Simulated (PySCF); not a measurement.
# Static response to an electric field

Species: C₇H₁₃B.
SMILES with atom numbers: `[CH2:1]=[C:2]1[CH2:3][CH2:4][C@H:5]1[B:6]([CH3:7])[CH3:8]` (hydrogens: H9, H10 on C1; H11, H12 on C3; H13, H14 on C4; H15 on C5; H16, H17, H18 on C7; H19, H20, H21 on C8)

Geometry (PBE0-D3(BJ)/def2-SVP, Å), atoms numbered from 1 in this order:
```xyz
21
C7H13B angstrom
C     -1.752    1.466    0.570
C     -1.341    0.237    0.256
C     -1.832   -0.825   -0.701
C     -0.832   -1.817   -0.060
C     -0.199   -0.655    0.745
B      1.028    0.137    0.153
C      1.787    1.145    1.095
C      1.519   -0.090   -1.325
H     -1.241    2.060    1.333
H     -2.626    1.910    0.084
H     -1.616   -0.590   -1.756
H     -2.900   -1.078   -0.622
H     -0.166   -2.352   -0.753
H     -1.328   -2.556    0.585
H     -0.147   -0.776    1.839
H      2.158    2.044    0.578
H      2.684    0.608    1.459
H      1.221    1.445    1.990
H      0.752   -0.468   -2.017
H      2.006    0.790   -1.771
H      2.294   -0.880   -1.269
```

Level: B3LYP/def2-SVPD (PySCF), static field, nuclei fixed, core orbitals frozen in the response. The polarisability tensor in these axes (au):

```
x   104.20  -2.09   0.68
y    -2.09 100.61   8.90
z     0.68   8.90  88.10
```

Diagonalise the tensor; give its mean and Δα, where Δα² is half the sum of the squared differences of the eigenvalues.

Principal values 83.36, 103.17 and 106.38 au; mean 97.64 au = 14.47 Å³ = 16.10 × 10⁻⁴⁰ C²·m²/J; Δα = 21.59 au (22 % of the mean).

What is the dipole moment, and where does it point?

(-0.02, -0.48, -0.08) D, 0.49 D in size, pointing from the negative to the positive side. Measured along this direction, the outermost atoms are H16 and H9 at the negative end and H14 and H13 at the positive end.

Molar refractivity from α?

Lorentz–Lorenz: R = (4π/3)N_A α = 2.5225 cm³/(mol·Å³) × 14.47 Å³ = 36.5 cm³/mol, in the limit of long wavelengths.

What depolarisation ratio follows for Rayleigh scattering of linearly polarised light, taking the static tensor?

ρ = 3Δα²/(45ᾱ² + 4Δα²) = 1398.3/(428989 + 1864.4) = 0.00325.

What are the principal values of the traceless quadrupole moment, Θ = ½Σq(3rr − r²1), about the centre of nuclear charge?

-1.80, -0.27, 2.07 D·Å. The values depend on the origin, since the dipole doesn't vanish. The electronic extent ⟨r²⟩ about the same centre is 1059 bohr², a root-mean-square distance of 2.22 Å for the 60 electrons.

Form Σ f/ω² (atomic units) for the 10 lowest TDDFT singlets, given as eV and f, and set it beside the mean polarisability, which is this sum over all singlets: 5.35, 0.1119; 6.12, 0.0006; 6.19, 0.0015; 6.39, 0.0200; 6.53, 0.0708; 6.83, 0.0084; 6.91, 0.0023; 7.15, 0.0032; 7.27, 0.0033; 7.38, 0.0415.

They add up to 5.36 au, 5.5 % of the 97.64 au; the largest single term is 2.90 au, from the state at 5.35 eV. Terms in order: 2.90, 0.01, 0.03, 0.36, 1.23, 0.13, 0.04, 0.05, 0.05, 0.56 au. Higher excitations give the rest. The strengths listed sum to 0.264.

Isolated species at its PBE0-D3(BJ)/def2-SVP geometry (one conformer only).
